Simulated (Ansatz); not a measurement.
`C#C[Si](C)(F)F` → `C#CF` + `C[Si]F` at 298.15 K and 1 bar (silylene formation by 1,1-elimination).

Calculated with Ansatz (gas phase, PBE0-D4/def2-TZVP geometries, no zero-point term in ΔE). CCSD(T)/CBS adds triple-zeta CCSD(T) − MP2 to the extrapolated MP2 energy (def2 sets, frozen cores). This one scheme is used for every species.

```
         species  CCSD(T)/CBS energy (Eh)  H − E (kJ/mol)  S (J/(mol·K))
`C#C[Si](C)(F)F`               -605.33750           186.7          355.4
          `C#CF`               -176.38388            65.1          229.0
        `C[Si]F`               -428.74649           112.9          286.7
```

H − E and S are ideal-gas, rigid-rotor, harmonic terms from PBE0-D4/def2-TZVP. 1 Eh = 2625.50 kJ/mol, R = 8.31446 J/(mol·K).

Q: By hand: ΔE, ΔH, ΔS and ΔG.

A: ΔE = (-176.38388) + (-428.74649) − (-605.33750) = 0.20713 Eh = 543.8 kJ/mol. Δ(H − E) = 65.1 + 112.9 − 186.7 = -8.7, so ΔH = 535.1 kJ/mol. ΔS = 229.0 + 286.7 − 355.4 = 160.3 J/(mol·K). ΔG = 535.1 − 298.15 × (160.3)/1000 = 487.3 kJ/mol.

Q: By hand: the equilibrium constant, and the temperature at which ΔG would vanish if ΔH and ΔS stayed fixed.

A: log₁₀ K = −ΔG/(RT ln 10) = -85.4. ΔG = 0 at ΔH/ΔS = 3338 K, far beyond where these terms or the molecules hold.

The number of gas molecules changes by +1, which sets the sign of ΔS. A doubt of 5 kJ/mol in ΔE shifts log₁₀ K by 0.9 here. These are equilibria of isolated gas molecules and say nothing of rates. Largest T1 diagnostic: 0.014 (customary marks: 0.02 for closed shells, 0.045 for open ones).
